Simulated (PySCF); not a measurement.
**Ag⁺: ionisation energy**

Ag⁺ [Kr] 4d10 → Ag²⁺ [Kr] 4d9 [4d3/2^4 4d5/2^5, M_J = 5/2], as a difference of total energies. Computed with PySCF 2.14 in x2c-SVPall-2c (6s8p6d1f, 67 functions), with the two-component X2C-1e Hamiltonian. Correlated levels: [Ar] 3d10 frozen; the 6 highest virtual spinors dropped. "Screened" scales the spin-orbit matrix elements by Boettger's factors to mimic the two-electron term; Breit and QED terms are absent.

```json
{"method": "GHF (spin-free)", "ionisation energy (eV)": "19.892"}
{"method": "GMP2 (spin-free)", "ionisation energy (eV)": "21.311"}
{"method": "GHF (screened spin-orbit)", "ionisation energy (eV)": "19.662"}
{"method": "GMP2 (screened spin-orbit)", "ionisation energy (eV)": "21.071"}
```

The spin-free rows lack the spin-orbit shift.

Errors of the correlated levels include the incompleteness of this basis and the frozen core.

Question: Which method comes closest to the reference value, and which is furthest?

Answer: The reference is 21.484 eV (measured; NIST Atomic Spectra Database, ionization energies). Closest: GMP2 (spin-free) (error -0.173 eV); furthest: GHF (screened spin-orbit) (error -1.822 eV).
